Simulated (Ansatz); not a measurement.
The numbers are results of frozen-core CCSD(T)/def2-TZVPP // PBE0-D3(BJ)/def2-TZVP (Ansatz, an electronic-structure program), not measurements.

Ansatz 0.2 input:
```yaml
crystal:
  periodic: [false, false, false]
  atoms:
    - { symbol: Sn, position_ang: [-0.000072, 0.000063, -0.000261] }
    - { symbol: H, position_ang: [0.629985, 1.582135, 0.051442] }
    - { symbol: H, position_ang: [1.281016, -1.118857, -0.097138] }
    - { symbol: H, position_ang: [-1.00493, -0.167211, -1.365899] }
    - { symbol: H, position_ang: [-0.905998, -0.296131, 1.411856] }
basis:
  gaussian: { orbitals: def2-TZVPP }
correlation:
  method: ccsd_t
```

Output:

```
Functional definition: HF
758 factors; integrals over basis functions are off by at most 1.1e-3 eV
mean field evaluation 1: about -5867.4793 eV, gradient 9.6e0 eV
mean field evaluation 2: about -5867.4835 eV, gradient 9.6e0 eV
mean field evaluation 4: about -5867.9778 eV, gradient 1.3e0 eV
mean field evaluation 8: about -5867.9812 eV, gradient 1.8e-4 eV
mean field -5867.98120618 eV, -215.6443318666 hartree, gradient 1.6e-6 eV, S^2 0.000000; 0 other end points of the search recorded, 0 dependent functions left out
4 core orbitals not correlated
reference -5867.98120618 eV, -215.6443318666 hartree; 9, 9 occupied and 93, 93 virtual orbitals, 758 factors
second order -9.54678280 eV of doubles, -0.00000000 eV of singles
cycle   1  -9.68054133 eV  change   -1.3e-1 eV  update   7.7e-2
cycle   2  -10.00015550 eV  change   -3.2e-1 eV  update   2.4e-2
cycle   3  -10.02749438 eV  change   -2.7e-2 eV  update   9.2e-3
cycle   4  -10.02240020 eV  change    5.1e-3 eV  update   2.3e-3
cycle   5  -10.02224068 eV  change    1.6e-4 eV  update   5.9e-4
cycle   6  -10.02209334 eV  change    1.5e-4 eV  update   1.6e-4
cycle   7  -10.02206946 eV  change    2.4e-5 eV  update   3.6e-5
cycle   8  -10.02208190 eV  change   -1.2e-5 eV  update   9.0e-6
perturbative correction -0.23026922 eV, -0.0084622377 hartree
Total energy: -5878.23355729 eV, -216.0210988208 hartree
```

Cost: about 8 core-seconds (a rough figure).
